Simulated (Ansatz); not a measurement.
Relaxation of B2H2O2 (6 atoms, charge 0, multiplicity 1), to a largest force component of 0.02 eV/Å in at most 50 steps.

All numbers below come from RKS B3LYP-D4/6-31G (Ansatz 0.2.0).

```xyz
6
Properties=species:S:1:pos:R:3:forces:R:3
O 0.001 -0.798 -1.877 -0.50 -0.45 -0.63
B -0.160 -0.324 -0.650 -0.30 -0.21 -0.17
B 0.151 0.351 0.640 0.31 0.20 0.18
O 0.005 0.784 1.884 0.47 0.48 0.60
H 0.825 -0.647 -2.353 0.62 0.06 -0.44
H -0.822 0.634 2.355 -0.61 -0.08 0.46
```

Task: Where does it end, and by what steps?

Result: The run converged. Limits of this set-up: no polarisation functions. After 7 steps the energy has fallen by 0.067 eV; B2 moved furthest, 0.05 Å.

| step | energy less start (eV) | largest force component (eV/Å) | accepted |
| --- | --- | --- | --- |
| 0 | 0.0000 | 0.629 | yes |
| 1 | -0.0584 | 0.214 | yes |
| 2 | -0.0586 | 0.187 | yes |
| 3 | -0.0634 | 0.174 | yes |
| 4 | -0.0651 | 0.110 | yes |
| 5 | -0.0655 | 0.038 | yes |
| 6 | -0.0660 | 0.040 | yes |
| 7 | -0.0669 | 0.005 | yes |

```xyz
6
Properties=species:S:1:pos:R:3
O -0.001 -0.804 -1.912
B -0.196 -0.359 -0.655
B 0.196 0.358 0.655
O 0.001 0.804 1.912
H 0.842 -0.644 -2.382
H -0.843 0.645 2.382
```

Whether the end is a true minimum wasn't checked by a vibrational analysis.

Time of the run: 9.8 s on 1 thread of Arm Neoverse V1, with other jobs on the host, peak memory 0.1 GiB.
